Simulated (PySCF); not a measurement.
## PBE0 on Mg (magnesium, neutral)

Configuration: [Ne] 3s1 3d1, high-spin 3D determinant (an excited configuration). All numbers are calculated (PySCF 2.14, the non-relativistic Hamiltonian (point nucleus), in aug-cc-pVTZ with one added diffuse shell each of s, p, d, f type (7s6p4d3f, 66 functions)).

| Property | Result |
| --- | --- |
| Total energy | -199.7632 hartree |
| One-electron energy | -277.1329 hartree |
| Hartree (Coulomb) energy | 93.5943 hartree |
| Exchange-correlation energy | -16.2246 hartree |
| Kinetic energy | 199.05908 hartree |
| ⟨S²⟩ | 2.0000 |
| ⟨L²⟩ | 6.000 |
| Sum of ⟨r⟩ | 16.72 bohr |
| Sum of ⟨r²⟩ | 89.53 bohr² |
| Traceless quadrupole moment −½Σ⟨3z² − r²⟩ along its main axis | 21.6 e·bohr² |
| Density at the nucleus (Gaussians lack the cusp) | 1070 bohr⁻³ |
| Spin density at the nucleus | 1.82 bohr⁻³ |
| Langevin diamagnetic susceptibility | -70.9 ×10⁻⁶ cm³/mol |

| shell | electrons | mean orbital energy (hartree) | spread (hartree) | rms radius, mean of both spins (bohr) |
| --- | --- | --- | --- | --- |
| 1s α | 1 | -47.14139 | 0 | 0.152 |
| 1s β | 1 | -47.13770 | 0 | 0.152 |
| 2s α | 1 | -3.34282 | 0 | 0.762 |
| 2s β | 1 | -3.33434 | 0 | 0.762 |
| 2p α | 3 | -2.06379 | 0.00057 | 0.777 |
| 2p β | 3 | -2.05786 | 0.00060 | 0.777 |
| 3s α | 1 | -0.33064 | 0 | 3.06 |
| 3d α | 1 | -0.04401 | 0 | 8.68 |

The outer electron is Rydberg-like, and this basis confines it to a smaller radius and binds it less than a complete one would.
